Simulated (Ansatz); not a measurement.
Start from `O[SiH2][SiH2]Cl` and change one atom or group to get `O[SiH2][SiH](O)Cl`.

Ansatz, PBE0-D4/def2-TZVP geometries, multiplicity 1. Each molecule was computed in one conformer, which needn't be the lowest.

```
                                      property  `O[SiH2][SiH2]Cl`
           HOMO–LUMO gap (PBE/def2-TZVPP) / eV               4.87
size of the dipole moment (PBE/def2-TZVPP) / D               0.59
         HOMO–LUMO gap (B3LYP/def2-TZVPP) / eV               6.58
             HOMO energy (PBE/def2-TZVPP) / eV              -6.71
       HOMO–LUMO gap (ωB97M-V/def2-TZVPP) / eV              10.79
          HOMO–LUMO gap (PBE0/def2-TZVPP) / eV               6.95
```

(1) What does the change do to each property? (An estimate is asked.)

Answers

(1) The calculation gave: 
```csv
property,`O[SiH2][SiH](O)Cl`,shift
HOMO–LUMO gap (PBE/def2-TZVPP) / eV,4.94,0.07
size of the dipole moment (PBE/def2-TZVPP) / D,2.21,1.62
HOMO–LUMO gap (B3LYP/def2-TZVPP) / eV,6.65,0.07
HOMO energy (PBE/def2-TZVPP) / eV,-6.65,0.06
HOMO–LUMO gap (ωB97M-V/def2-TZVPP) / eV,10.83,0.04
HOMO–LUMO gap (PBE0/def2-TZVPP) / eV,7.04,0.09
```

Dipoles are sizes alone; their direction can turn.

B3LYP here is the variant with VWN-RPA as its local correlation; programs differ in this.
